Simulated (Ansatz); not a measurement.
Start from `C#[C][Ti]([OH])([F])[F]` and change one atom or group to get `[OH][Ti]([F])([F])[Br]`.

Ansatz, PBE0-D4/def2-TZVP geometries, multiplicity 1. Each molecule was computed in one conformer, which needn't be the lowest.

Scalar relativity is left out up to krypton.

| property | `C#[C][Ti]([OH])([F])[F]` |
| --- | --- |
| HOMO energy (PBE/def2-TZVPP) / eV | -7.23 |
| HOMO–LUMO gap (PBE/def2-TZVPP) / eV | 3.55 |
| ideal-gas entropy at 298 K and 1 bar (rigid rotor, harmonic PBE0-D4/def2-TZVP) / J/(mol·K) | 377 |
| LUMO energy (ωB97M-V/def2-TZVPP) / eV | -0.54 |
| zero-point energy (PBE0-D4/def2-TZVP) / kJ/mol | 93.8 |
| size of the dipole moment (B3LYP/def2-TZVPP) / D | 2.39 |

Task: What does the change do to each property? (An estimate is asked.)

Result: The calculation gave: 
| property | `[OH][Ti]([F])([F])[Br]` | shift |
| --- | --- | --- |
| HOMO energy (PBE/def2-TZVPP) / eV | -7.60 | -0.37 |
| HOMO–LUMO gap (PBE/def2-TZVPP) / eV | 3.80 | 0.25 |
| ideal-gas entropy at 298 K and 1 bar (rigid rotor, harmonic PBE0-D4/def2-TZVP) / J/(mol·K) | 366 | -11 |
| LUMO energy (ωB97M-V/def2-TZVPP) / eV | -0.68 | -0.14 |
| zero-point energy (PBE0-D4/def2-TZVP) / kJ/mol | 48.2 | -45.6 |
| size of the dipole moment (B3LYP/def2-TZVPP) / D | 2.48 | 0.09 |

With PBE0 the HOMO falls by 0.46 eV and the LUMO falls by 0.14 eV, so the gap widens by about 0.32 eV. PBE moves the HOMO by -0.37 eV and ωB97M-V by -0.41 eV. The zero-point energy changes by -45.6 kJ/mol with -6 modes. Dipoles are sizes alone; their direction can turn.

B3LYP here is the variant with VWN-RPA as its local correlation; programs differ in this.

Spin–orbit coupling is left out; it splits and shifts lone-pair levels of the heavy atoms by tenths of an eV.
